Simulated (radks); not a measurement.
The numbers below are computed, except where a source is named.
The nuclear charge of neutral argon is varied continuously with 18 electrons held in [Ar]. Code: a radial shooting solver on a logarithmic mesh with Libxc functionals. Model: Dirac Kohn-Sham, PBE, spin-unpolarised, spherical densities, finite nucleus; Fermi nuclear charge, rms radius 3.4274 fm. By the Hellmann-Feynman theorem dE/dZ = E(electron-nucleus)/Z, the electronic potential at the nucleus (averaged over a nucleus of fixed radius).

| Z | E (hartree) | E(electron-nucleus)/Z (hartree) | HOMO | e(HOMO) (eV) | <r> HOMO (bohr) |
|---|---|---|---|---|---|
| 17.75 | -511.84418 | -68.9177 | 3p3/2 | -7.165 | 1.746 |
| 18 | -529.23139 | -70.1797 | 3p3/2 | -10.211 | 1.668 |
| 18.25 | -546.93391 | -71.4402 | 3p3/2 | -13.505 | 1.599 |
| 18.5 | -564.95142 | -72.6997 | 3p3/2 | -17.038 | 1.537 |
| 18.75 | -583.28369 | -73.9584 | 3p3/2 | -20.803 | 1.481 |
| 19 | -601.93056 | -75.2165 | 3p3/2 | -24.793 | 1.429 |

The central difference of E at Z = 18 is -70.179 hartree, to compare with the third column; the second derivative is -5.05 hartree.
